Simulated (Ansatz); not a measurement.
**Worked example: C5H10O + Sc(CH3)2(NH2) → C4H9NO + Sc(CH3)3**

Gas-phase species: C5H10O `CCCC(C)=O`, singlet; Sc(CH3)2(NH2), singlet; C4H9NO (butyramide) `CCCC(N)=O`, singlet; Sc(CH3)3, singlet. The partners trade CH3 for NH2: C–CH3 and Sc–NH2 bonds give way to C–NH2 and Sc–CH3.

Shapes, held fixed at every level: PBE0-D4/def2-TZVP. Flexible molecules stand in one conformer, not always the lowest. Programs: Ansatz 0.2.0. Electronic energies: no zero-point or thermal term.

At CCSD(T)/def2-TZVPP; 1 Eh = 2625.50 kJ/mol:

```
      species  energy (Eh)
       C5H10O  -271.321102
Sc(CH3)2(NH2)  -895.656723
       C4H9NO  -287.377605
     Sc(CH3)3  -879.566941
```

Task: Work out ΔE of the reaction at this level.

Result: 
1. Products less reactants: (-287.377605) + (-879.566941) − [(-271.321102) + (-895.656723)] = 0.033279 Eh = +87.4 kJ/mol.

Other levels give +69.5 (PBE0-D4/def2-TZVPP) to +87.8 kJ/mol (MP2/def2-TZVPP). No measured value is set beside it here. Outer-core shells of Sc are correlated, in sets that cover them unevenly. The median of the other correlated levels is +76.9 kJ/mol.
